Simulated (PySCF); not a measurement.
C₂H₄BClO₂ (SMILES CC(=O)OBCl), singlet, at a GFN2-xTB geometry. Base run: PBE/6-31G, polarisability run with PySCF.

The PySCF input:
```python
from pyscf import gto, scf, dft
from pyscf.prop import polarizability

mol = gto.M(
    atom='''
B     1.21473670   -0.02019325    0.73757767
Cl    0.11798235    0.44904454    1.96381279
H     2.35787267   -0.13120691    0.96457739
O     0.83427077   -0.19963522   -0.53487358
C    -0.41042839   -0.32932320   -1.08964944
C    -0.49796870    0.39054885   -2.40170389
O    -1.26666194   -0.98565561   -0.58250026
H    -1.45963502    0.19489023   -2.86593299
H     0.30982656    0.05931489   -3.05021607
H    -0.37793578    1.45918350   -2.23402337
''',
    basis='6-31g',
    verbose=4,
)

mf = dft.RKS(mol)
mf.xc = 'pbe'
mf.kernel()
alpha = mf.Polarizability().polarizability()[2, 2]
print('alpha_zz =', alpha)
```

Variants of this job, named by their change:

```csv
change,alpha_zz (bohr³),basis functions,core-seconds (rough)
base,56.07,66,9
basis = 6-31G*,…,…,20
finite field (a.u.) = 0.05; conv_tol = 1e-11,57.79,66,10
functional = hf,…,66,0.9
basis = 6-31+G*,66.33,120,20
functional = camb3lyp,51.44,66,20
basis = STO-3G,34.73,38,5
finite field (a.u.) = 2e-4; conv_tol = 1e-6,55.96,66,7
functional = pbe0,52.72,66,9
finite field (a.u.) = 2e-4; conv_tol = 1e-11,56.07,66,10
"functional = lda,vwn",56.66,66,6
basis = def2-SVP,57.02,108,20
```

**Question.** What belongs in the gaps?

**Answer.** 
- basis = 6-31G*, alpha_zz (bohr³): 58.02
- basis = 6-31G*, basis functions: 96
- functional = hf, alpha_zz (bohr³): 45.94

Finite-field rows take the second difference of the energy in a field along z; a small field with loose convergence shows SCF noise divided by the square of the field, and a large one adds hyperpolarisability.
